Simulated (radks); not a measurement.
Numerical settings for the osmium ion Os2+, [Xe] 4f14 5d6. Method: Dirac Kohn-Sham, PBEsol, spin-unpolarised, spherical densities, finite nucleus; open shells fill j = l - 1/2 first; Fermi nuclear charge, rms radius 5.4126 fm; computed with a radial shooting solver on a logarithmic mesh with Libxc functionals. The defaults (mesh step 0.008 in ln r, mesh end at 40 bohr or more with all orbitals vanishing there, Anderson mixing 0.5 over 9 steps, residual threshold near 1e-9 with the energy settled to 1e-9 hartree or 1e-11 of itself, here a cap of 69 iterations) give E = -17272.741 hartree and 5d5/2 at -22.291 eV in 15 iterations. Run on one thread of a shared host, so times are rough (Arm Neoverse V1): 0.17 s of CPU time, 0.17 s wall, 15 iterations on 2254 mesh points. Changes against that run (0 stands for a change within the tolerance of the run):

| setting | iterations | converged | E (mhartree) | e(5d5/2) (meV) | CPU (s) |
|---|---|---|---|---|---|
| mesh step in ln r 0.05 | 15 | yes | +0.129 | -0.0168 | 0.04 |
| mesh step in ln r 0.005 | 15 | yes | 0 | 0 | 0.27 |
| mesh step in ln r 0.012 | 15 | yes | 0 | 0 | 0.12 |
| mesh end (bohr) 12 | 15 | yes | 0 | 0 | 0.17 |
| mesh end (bohr) 1 | 14 | level above zero | +2.28e+05 | +6.13e+05 | 0.11 |
| residual threshold 0.01 | 10 | yes | 0 | +0.268 | 0.14 |
| residual threshold 1e-13 | 23 | yes | 0 | 0 | 0.22 |
| mixing 2.5 | 16 | yes | 0 | 0 | 0.19 |
| linear mixing, mixing 0.8 | 69 | no | +1.03e+05 | -2.19e+05 | 1.9 |
| linear mixing, mixing 1 | 69 | no | +3.38e+05 | -9e+05 | 2.4 |
| mixing history 3 | 18 | yes | 0 | 0 | 0.19 |
| iteration cap 5 | 5 | no | +2.27 | +406 | 0.07 |

Settled on a wrong energy, with an occupied level pushed above zero by the early mesh end: mesh end (bohr) 1 (+228 hartree). Apart from these: no run marked as converged misses the energy by more than 1 mhartree. A mesh that ends early acts as a hard wall.
